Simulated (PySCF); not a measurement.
C6H10N2 (charge +1 and doublet state).
Z-matrix (Å and degrees, GFN2-xTB geometry), rows numbered from 1:
```
C 
C   1  1.3281
C   2  1.4958  1  123.80
C   3  1.5122  2  110.22  1   105.88
N   4  1.2440  3  128.69  2   120.53
C   4  1.5029  3  113.22  2   -58.64
N   6  1.2411  4  123.77  3   179.18
C   7  1.3773  6  131.95  4     0.70
H   1  1.0786  2  122.47  3     0.94
H   1  1.0761  2  121.27  3   178.42
H   2  1.0810  1  120.67  3  -179.98
H   3  1.0918  2  110.59  1  -133.92
H   3  1.0935  2  110.27  1   -12.66
H   5  1.0102  4  125.65  3    -0.03
H   6  1.0831  4  116.21  3     0.65
H   8  1.0932  7  109.53  6   119.49
H   8  1.1166  7  109.69  6    -1.19
H   8  1.0931  7  109.39  6  -122.28
```

The hyperfine couplings belong to this conformer and change with its torsions.

Identity: `[H]/N=C(/C=N\C)C[CH][CH2+]` [radical] (charge +1).

Computed, not measured: PySCF, UKS B3LYP, pcH-1 on C H N, non-relativistic, mean-field spin-orbit, GIAO. Geometry: GFN2-xTB, one conformer, isolated ion. Couplings are sensitive to structure, and on GFN2-xTB geometries they can be far from those on DFT ones, by a factor of two or more for some ions and for spin on atoms past the first row. Stability of the SCF solution: not tested.

Principal values of hyperfine tensors in MHz (contact and dipolar terms together), for some of the nuclei:

| atom | isotope | A1 | A2 | A3 |
| --- | --- | --- | --- | --- |
| H17 | 1H | 199.12 | 205.98 | 238.41 |
| H15 | 1H | 93.07 | 95.85 | 110.80 |
| N7 | 14N | 44.38 | 49.77 | 108.94 |
| N5 | 14N | 55.73 | 56.83 | 87.38 |
| H14 | 1H | 46.61 | 52.56 | 76.37 |
| H16 | 1H | 29.10 | 31.70 | 47.81 |
| C6 | 13C | -48.16 | -33.86 | -11.24 |
| C3 | 13C | 17.11 | 17.43 | 39.31 |

Question: Give the isotropic coupling of each nucleus in MHz and in mT (g = 2.0027), and the anisotropic part.

Answer: a_iso is a third of the trace, T = A − a_iso, and a(mT) = a(MHz)/(g × 13.996).

```
atom  a_iso (MHz)  a_iso (mT)      T1      T2     T3
 H17       214.50       7.653  -15.39   -8.52  23.91
 H15        99.91       3.564   -6.84   -4.06  10.90
  N7        67.70       2.415  -23.31  -17.92  41.24
  N5        66.65       2.378  -10.91   -9.82  20.73
 H14        58.51       2.087  -11.91   -5.96  17.86
 H16        36.20       1.292   -7.10   -4.50  11.60
  C6       -31.09      -1.109  -17.07   -2.78  19.84
  C3        24.62       0.878   -7.50   -7.19  14.69
```

Question: What spin density at the nucleus of C3 lies behind its contact coupling (g_N = 1.40482)?

Answer: a_FC = (2μ0/3) gₑ μB g_N μN ρ(0)/(2S·h) = 800.24 MHz × g_N × ρ(0)/(2S), with ρ in bohr⁻³. With a_FC = 24.62 MHz and 2S = 1, ρ(0) = 0.0219 bohr⁻³.

Question: H18 (1H, g_N = 5.58569) isn't in the table. Its spin density at the nucleus is 0.006501 bohr⁻³. What is its contact coupling?

Answer: By the same relation, a_FC = 29.1 MHz. Its full tensor has the principal values 21.97, 24.80, 40.40 MHz.

Question: Name the largest traceless tensor T of the table and describe it.

Answer: N7: -23.3, -17.9, 41.2 MHz, rhombic: the two smaller values differ by 13 % of the largest.

Question: In a single crystal, with the field along each principal axis of the tensor of N7 in turn, what first-order splitting does this nucleus give (isotropic g, quadrupole terms neglected)?

Answer: 3 lines (I = 1), spaced by |A_i|/(g × 13.996): 1.58, 1.78, 3.89 mT along the axes of A1, A2 and A3.

The SMILES draws the unpaired electron on C2; the largest computed Mulliken spin population is on N7 (0.46 against 0.01).
